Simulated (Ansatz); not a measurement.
Basis sets compared for the cluster Pd2Au4 (the lowest singlet isomer of a short search). Charge 0, multiplicity 1. Geometry B3LYP-D4/def2-SVP. Ansatz on 4 threads of Intel Xeon 6975P-C on a shared host; times are rough, and most runs start from earlier orbitals.

```xyz
6

Pd   -1.459    0.385   -1.025
Pd    0.331    0.600    1.038
Au    2.545    1.593   -0.143
Au    1.190   -0.271   -1.546
Au   -2.116   -0.367    1.653
Au   -0.492   -1.940    0.022
```

In the def2 sets Au, Pd take a core potential; there is no spin–orbit coupling. The restricted singlet is unstable towards broken spin symmetry in Hartree–Fock (as tested in another run); at PBE-D4/def2-SVP, PBE-D4/def2-TZVP, PBE0-D4/def2-SVP, PBE0-D4/def2-TZVP this wasn't settled. No other spin state of charge 0 was run. The structure comes from a short search, and lower isomers may exist.

Binding counts from free atoms (Pd singlet, Au doublet) in the same basis, without a counterpoise term.

| level | functions | energy (Eh) | HOMO (eV) | LUMO (eV) | binding per atom (eV) | wall time |
| --- | --- | --- | --- | --- | --- | --- |
| PBE-D4/def2-SVP | 190 | -799.0705 | -4.91 | -4.54 | 1.88 | 2.2 s |
| PBE0-D4/def2-SVP | 190 | -798.7877 | -5.74 | -3.72 | 1.59 | 4 s |

Question: Estimate the rows for PBE-D4/def2-TZVP (with forces), PBE0-D4/def2-TZVP.

Answer: 
```tsv
level	functions	energy (Eh)	HOMO (eV)	LUMO (eV)	binding per atom (eV)	wall time
PBE-D4/def2-TZVP (with forces)	240	-799.1688	-4.92	-4.56	1.92	3.4 s
PBE0-D4/def2-TZVP	240	-798.8818	-5.74	-3.73	1.62	6 s
```
